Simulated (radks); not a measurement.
Question: The caesium anion Cs-, [Xe] 6s2, held by a Watson sphere: a shell of charge +1 at radius R that stands for the Madelung well of a crystal (potential energy -1/R inside, -1/r outside, in hartree with lengths in bohr). Method: scalar-relativistic Kohn-Sham, LDA (Slater exchange, Perdew-Wang correlation), spin-polarised, spherical densities, point nucleus; computed with a radial shooting solver on a logarithmic mesh with Libxc functionals. Response by self-consistent Sternheimer equations with the Hartree and adiabatic LDA kernel, the relativistic mass of each level held fixed and spin-orbit coupling left out. The sphere does not respond.

R (bohr)  e(5s) (eV)  e(5p) (eV)  e(6s) (eV)  <r> 6s (bohr)  sum of <r^2> (bohr^2)  X-ray form factor at sin(theta)/lambda = 0.1 1/angstrom  alpha (bohr^3)
2.69         -29.617     -16.337      -3.273          4.847                  104.1                                                   50.829           256.3
3.75         -27.836     -14.628      -3.189          5.008                  108.6                                                   50.731           282.9
3.81         -27.767     -14.558      -3.179          5.023                  108.9                                                   50.726           285.8
4.2          -27.376     -14.160      -3.108          5.128                  111.3                                                   50.697           308.3
4.65         -27.032     -13.805      -3.009          5.263                  114.4                                                   50.667           340.4
4.74         -26.974     -13.745      -2.988          5.291                  115.1                                                   50.662           347.6
6.3          -26.322     -13.065      -2.599          5.772                  127.1                                                   50.601           500.0

Estimate the row for R = 3.23 bohr.

Answer: e(5s) (eV) -28.567; e(5p) (eV) -15.353; e(6s) (eV) -3.251; <r> 6s (bohr) 4.902; sum of <r^2> (bohr^2) 106.0; X-ray form factor at sin(theta)/lambda = 0.1 1/angstrom 50.775; alpha (bohr^3) 263.7.
